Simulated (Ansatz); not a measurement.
Correlation energies of C₃H₇AlS by basis set

Z-matrix (Å, degrees):
```
Al
C 1 2.500
C 1 2.328 2 32.2
C 1 1.948 2 114.0 3 80.8
S 1 2.253 2 70.5 3 -32.4
H 1 1.584 2 95.8 3 -148.8
H 2 1.086 1 82.6 3 129.0
H 2 1.084 1 127.5 3 -111.6
H 3 1.088 1 121.3 2 118.3
H 4 1.093 1 112.4 2 -54.9
H 4 1.094 1 111.5 2 66.9
H 4 1.095 1 110.2 2 -174.6
```

Total charge 0; spin multiplicity 1. The bonds changed during the relaxation, so this is another structure than the one it started from. The structure was optimised at the PBE0-D4/def2-TZVP level. It is one conformer, not always the lowest. Frozen core, restricted reference, Ansatz. CBS rows extrapolate triple and quadruple zeta; past MP2 they add the triple-zeta difference.

```csv
basis,HF (Eh),MP2 corr.
def2-TZVPP,-757.20212,-0.76485
def2-QZVPP,-757.22570,-0.81847
```

Estimate the CCSD correlation energy and the (T) correction in each basis where they were run (hartree).


```
     basis  CCSD corr.       (T)
def2-TZVPP    -0.81648  -0.03804
 CBS(def2)    -0.90982     as TZ
```
